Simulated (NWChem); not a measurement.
System: EDOT (C$_{6}$H$_{6}$O$_{2}$S); SMILES c1scc2c1OCCO2

Here is an NWChem input.

```
start job
memory heap 200 mb stack 900 mb global 1100 mb
geometry units angstroms noautosym nocenter noautoz
  C     -0.068305    -1.242602    -1.255363
  S      0.000000     0.000000    -2.441986
  C      0.068305     1.242602    -1.255363
  C      0.038086     0.716311     0.008280
  C     -0.038086    -0.716311     0.008280
  O     -0.083934    -1.434841     1.154632
  C      0.321627    -0.685476     2.282300
  C     -0.321627     0.685476     2.282300
  O      0.083934     1.434841     1.154632
  H     -0.122965    -2.293345    -1.531224
  H      0.122965     2.293345    -1.531224
  H      0.018927    -1.256399     3.171279
  H      1.422763    -0.579663     2.290487
  H     -1.422763     0.579663     2.290487
  H     -0.018927     1.256399     3.171279
end
basis spherical
  C library 6-31g*
  S library 6-31g*
  O library 6-31g*
  H library 6-31g*
end
dft
  xc m05-2x
  iterations 150
end
cosmo
  do_cosmo_smd true
  solvent water
end
task dft energy
```

Output (shortened):

```
             Northwest Computational Chemistry Package (NWChem) 7.3.0
             --------------------------------------------------------

                             Geometry "geometry" -> ""
                             -------------------------

 Output coordinates in angstroms (scale by  1.889725989 to convert to a.u.)

  No.       Tag          Charge          X              Y              Z
 ---- ---------------- ---------- -------------- -------------- --------------
    1 C                    6.0000    -0.06830500    -1.24260200    -1.25536300
    2 S                   16.0000     0.00000000     0.00000000    -2.44198600
    3 C                    6.0000     0.06830500     1.24260200    -1.25536300
    4 C                    6.0000     0.03808600     0.71631100     0.00828000
    5 C                    6.0000    -0.03808600    -0.71631100     0.00828000
    6 O                    8.0000    -0.08393400    -1.43484100     1.15463200
    7 C                    6.0000     0.32162700    -0.68547600     2.28230000
    8 C                    6.0000    -0.32162700     0.68547600     2.28230000
    9 O                    8.0000     0.08393400     1.43484100     1.15463200
   10 H                    1.0000    -0.12296500    -2.29334500    -1.53122400
   11 H                    1.0000     0.12296500     2.29334500    -1.53122400
   12 H                    1.0000     0.01892700    -1.25639900     3.17127900
   13 H                    1.0000     1.42276300    -0.57966300     2.29048700
   14 H                    1.0000    -1.42276300     0.57966300     2.29048700
   15 H                    1.0000    -0.01892700     1.25639900     3.17127900

 Effective nuclear repulsion energy (a.u.)     526.6832272480

                                 NWChem DFT Module
                                 -----------------

 Summary of "ao basis" -> "ao basis" (spherical)
 ------------------------------------------------------------------------------
       Tag                 Description            Shells   Functions and Types
 ---------------- ------------------------------  ------  ---------------------
 C                           6-31g*                  6       14   3s2p1d
 S                           6-31g*                  8       18   4s3p1d
 O                           6-31g*                  6       14   3s2p1d
 H                           6-31g*                  2        2   2s

 in cosmo_initialize ...
 calling solv_data for solv:h2o

 solvent parameters
 solvname_short: h2o
 solvname_long:  water
 dielec:       78.4000
 dielecinf:     1.7769
 aqueous SMD model solvent descriptors
 dielec:       78.4000
 sola:          0.8200

          ---------------
          -cosmo- solvent
          ---------------
 Cosmo: York-Karplus, doi: 10.1021/jp992097l
 dielectric constant -eps-     =  78.40
 screen = (eps-1)/(eps    )    =   0.98724
 surface charge correction     = lagrangian

   van der Waals surface
 --------------------------

[...]

                                COSMO-SMD solvation results
                                ---------------------------

             internal energy in gas <Psi(g)|H|Psi(g)> =      -780.768197039457
         internal energy in solvent <Psi(s)|H|Psi(s)> =      -780.766070950474
                               delta internal energy  =         0.002126088983 (    1.33 kcal/mol)
   total free energy in solvent <Psi(s)|H+V/2|Psi(s)> =      -780.781860118686
 polarization energy contribution <Psi(s)|V/2|Psi(s)> =        -0.015789168212 (   -9.91 kcal/mol)
    total free energy in solvent including G(SMD-CDS) =      -780.775475873848
                       G(SMD-CDS) energy contribution =         0.006384244838 (    4.01 kcal/mol)
     1 M fixed-concentration free energy of solvation =        -0.007278834392 (   -4.57 kcal/mol)

                       DFT Final Molecular Orbital Analysis
                       ------------------------------------

 Vector   35  Occ=2.000000D+00  E=-3.760891D-01
              MO Center=  1.6D-09, -7.4D-09,  1.1D+00, r^2= 3.5D+00
   Bfn.  Coefficient  Atom+Function         Bfn.  Coefficient  Atom+Function
  ----- ------------  ---------------      ----- ------------  ---------------
    78      0.295049   6 O  py              120     -0.295049   9 O  py
    92     -0.251503   7 C  py              106      0.251503   8 C  py
    82      0.227333   6 O  py              124     -0.227333   9 O  py
    50      0.186683   4 C  py               64     -0.186683   5 C  py
    77     -0.115318   6 O  px              119      0.115318   9 O  px

 Vector   36  Occ=2.000000D+00  E=-2.785236D-01
              MO Center= -8.9D-10, -3.9D-08, -6.9D-01, r^2= 3.5D+00
   Bfn.  Coefficient  Atom+Function         Bfn.  Coefficient  Atom+Function
  ----- ------------  ---------------      ----- ------------  ---------------
     3      0.346693   1 C  px               35     -0.346693   3 C  px
     7      0.314568   1 C  px               39     -0.314568   3 C  px
    77     -0.179903   6 O  px              119      0.179903   9 O  px
    49     -0.161174   4 C  px               63      0.161174   5 C  px
    81     -0.147993   6 O  px              123      0.147993   9 O  px

 Vector   37  Occ=2.000000D+00  E=-2.746218D-01
              MO Center= -1.3D-09,  3.8D-08, -6.8D-01, r^2= 4.2D+00
   Bfn.  Coefficient  Atom+Function         Bfn.  Coefficient  Atom+Function
  ----- ------------  ---------------      ----- ------------  ---------------
    21      0.467156   2 S  px               25      0.295235   2 S  px
    49     -0.254458   4 C  px               63     -0.254458   5 C  px
    77      0.243294   6 O  px              119      0.243294   9 O  px
    81      0.211803   6 O  px              123      0.211804   9 O  px
    53     -0.198014   4 C  px               67     -0.198014   5 C  px

 Vector   38  Occ=0.000000D+00  E= 3.043293D-02
              MO Center=  1.7D-10,  5.8D-11, -1.1D+00, r^2= 3.6D+00
   Bfn.  Coefficient  Atom+Function         Bfn.  Coefficient  Atom+Function
  ----- ------------  ---------------      ----- ------------  ---------------
     7      0.494455   1 C  px               39      0.494455   3 C  px
    25     -0.392302   2 S  px                3      0.329821   1 C  px
    35      0.329821   3 C  px               21     -0.309715   2 S  px
    53     -0.280047   4 C  px               67     -0.280047   5 C  px
    49     -0.221507   4 C  px               63     -0.221507   5 C  px

 Vector   39  Occ=0.000000D+00  E= 7.860913D-02
              MO Center= -2.8D-10, -3.1D-10, -2.3D+00, r^2= 3.4D+00
   Bfn.  Coefficient  Atom+Function         Bfn.  Coefficient  Atom+Function
  ----- ------------  ---------------      ----- ------------  ---------------
    26      1.155970   2 S  py                6      0.901081   1 C  s
    38     -0.901081   3 C  s                22      0.394913   2 S  py
     9     -0.313875   1 C  pz               41      0.313875   3 C  pz
     8      0.240536   1 C  py               40      0.240536   3 C  py
     5     -0.175841   1 C  pz               37      0.175841   3 C  pz

 Vector   40  Occ=0.000000D+00  E= 1.225752D-01
              MO Center= -1.3D-09, -7.8D-09, -4.3D-01, r^2= 6.4D+00
   Bfn.  Coefficient  Atom+Function         Bfn.  Coefficient  Atom+Function
  ----- ------------  ---------------      ----- ------------  ---------------
    24      1.202414   2 S  s                27      1.076404   2 S  pz
    80     -0.636674   6 O  s               122     -0.636674   9 O  s
     6     -0.443685   1 C  s                 9      0.442735   1 C  pz
    38     -0.443685   3 C  s                41      0.442735   3 C  pz
     8     -0.407859   1 C  py               40      0.407859   3 C  py

     Multipole analysis of the density
     ---------------------------------

     L   x y z        total         alpha         beta         nuclear
     -   - - -        -----         -----         ----         -------
     0   0 0 0     -0.000000    -37.000000    -37.000000     74.000000

     1   1 0 0      0.000000      0.000000      0.000000     -0.000000
     1   0 1 0     -0.000000     -0.000000     -0.000000     -0.000000
     1   0 0 1      1.081590      0.837460      0.837460     -0.593329

     2   2 0 0    -44.845928    -32.255721    -32.255721     19.665514
     2   1 1 0     -0.481113      0.662593      0.662593     -1.806299
     2   1 0 1     -0.000000     -0.000000     -0.000000      0.000000
     2   0 2 0    -43.148331   -160.154172   -160.154172    277.160012
     2   0 1 1     -0.000000     -0.000000     -0.000000     -0.000000
     2   0 0 2    -35.278308   -434.486428   -434.486428    833.694548
```

Level: M05-2X/6-31G* (spherical d), SMD on the gas-phase geometry. The geometry was optimised at PBE0/def2-SVP. Not confirmed as a minimum by frequencies. Solvent: water.
